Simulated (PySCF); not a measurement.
Deuteron quadrupole couplings in n-Bu2O

n-Bu2O, C8H18O.
Numbering: `[CH3:1][CH2:2][CH2:3][CH2:4][O:5][CH2:6][CH2:7][CH2:8][CH3:9]` (hydrogens: H10, H11, H12 on C1; H13, H14 on C2; H15, H16 on C3; H17, H18 on C4; H19, H20 on C6; H21, H22 on C7; H23, H24 on C8; H25, H26, H27 on C9)

Geometry (PBE0-D3(BJ)/def2-SVP, Å), atoms numbered from 1 in this order:
```xyz
27
C8H18O angstrom
C     -3.699    1.695   -0.057
C     -2.733    0.545   -0.290
C     -2.314   -0.157    0.994
C     -1.319   -1.276    0.772
O     -0.153   -0.753    0.206
C      0.809   -1.715   -0.115
C      2.046   -1.027   -0.647
C      2.697   -0.085    0.357
C      3.917    0.632   -0.196
H     -3.253    2.466    0.590
H     -3.986    2.182   -1.002
H     -4.624    1.351    0.433
H     -3.189   -0.195   -0.972
H     -1.826    0.906   -0.801
H     -1.868    0.575    1.690
H     -3.198   -0.574    1.506
H     -1.088   -1.783    1.732
H     -1.758   -2.048    0.104
H      1.064   -2.318    0.784
H      0.408   -2.425   -0.868
H      2.766   -1.801   -0.965
H      1.771   -0.467   -1.558
H      2.976   -0.659    1.259
H      1.942    0.646    0.687
H      3.656    1.241   -1.077
H      4.366    1.304    0.550
H      4.696   -0.081   -0.512
```

Level: PBE0/pcSseg-1 (PySCF, non-relativistic); Q(2H) = 0.00286 b; rigid geometry, the same for H and D, with no vibrational averaging.

Question: Rank these positions by the coupling χzz of a deuteron there, largest first.
A. H16 (methylene hydrogen)
B. H17 (methylene hydrogen)
C. H10 (methyl hydrogen)

Answer: C (195 kHz), A (191 kHz), B (180 kHz).

Tabulate Vzz, the asymmetry η and χzz = 234.96 MHz × Q × Vzz for every hydrogen position.

| atom | bonded to | bond length (Å) | Vzz (au) | η | χzz (kHz) |
| --- | --- | --- | --- | --- | --- |
| H10 | C1 | 1.102 | 0.2902 | 0.02 | 195 |
| H11 | C1 | 1.101 | 0.2936 | 0.02 | 197 |
| H12 | C1 | 1.102 | 0.2899 | 0.02 | 195 |
| H13 | C2 | 1.105 | 0.2829 | 0.03 | 190 |
| H14 | C2 | 1.102 | 0.2843 | 0.01 | 191 |
| H15 | C3 | 1.104 | 0.2828 | 0.04 | 190 |
| H16 | C3 | 1.104 | 0.2842 | 0.03 | 191 |
| H17 | C4 | 1.110 | 0.2673 | 0.07 | 180 |
| H18 | C4 | 1.112 | 0.2637 | 0.07 | 177 |
| H19 | C6 | 1.112 | 0.2638 | 0.07 | 177 |
| H20 | C6 | 1.110 | 0.2672 | 0.07 | 180 |
| H21 | C7 | 1.104 | 0.2841 | 0.03 | 191 |
| H22 | C7 | 1.104 | 0.2828 | 0.04 | 190 |
| H23 | C8 | 1.105 | 0.2829 | 0.03 | 190 |
| H24 | C8 | 1.102 | 0.2843 | 0.01 | 191 |
| H25 | C9 | 1.102 | 0.2901 | 0.02 | 195 |
| H26 | C9 | 1.101 | 0.2936 | 0.02 | 197 |
| H27 | C9 | 1.102 | 0.2899 | 0.02 | 195 |

How does χzz go with the bond length over the 18 C–H bonds?

A straight-line fit has a slope of -17.5 kHz for each 0.01 Å, with a correlation coefficient of -0.98, over lengths from 1.101 to 1.112 Å. The longer bonds have the smaller couplings here.

A static deuteron (I = 1) shows a doublet split by (3/2)χ, (3/4)χ(1 + η) and (3/4)χ(1 − η) with the field along z, y and x of the gradient. What are these for H26?

With |χ| = 197.3 kHz and η = 0.019: 296, 151 and 145 kHz, to first order and without motion.

One conformer (not necessarily the lowest) at the PBE0-D3(BJ)/def2-SVP geometry, without solvent, vibrations or thermal averaging. These gradients aren't converged with respect to the basis.

The run behind these numbers computed NMR shieldings as well. On an Arm Neoverse V1 with one thread, on a shared host, this took 74 s wall.
